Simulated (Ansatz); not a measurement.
Cartesian coordinates in Å:
```
B 1.330 -1.263 0.161
C -0.203 -1.109 0.294
B -0.627 0.169 -0.521
C -0.504 1.639 -0.012
F -1.144 -0.027 -1.736
H 1.811 -2.076 -0.573
H 2.064 -0.532 0.763
H -0.443 -0.867 1.338
H -0.761 -1.977 -0.060
H 0.186 1.751 0.826
H -0.217 2.323 -0.814
H -1.492 1.968 0.333
```

The species carries charge 0 and has multiplicity 1.

Problem. List the ωB97M-V/def2-TZVPP orbital energies in eV (Ansatz 0.2.0). (Estimate.)

Solution. Ansatz gave: Occupied: -677.61, -280.83, -280.67, -189.22, -188.02, -36.44, -23.08, -22.18, -17.83, -16.43, -15.74, -15.38, -15.02, -13.67, -13.63, -13.34, -12.19, -11.55, -11.04. Lowest empty: 0.32, 2.11, 2.35, 3.08, 3.26, 3.66, 3.94, 4.25.
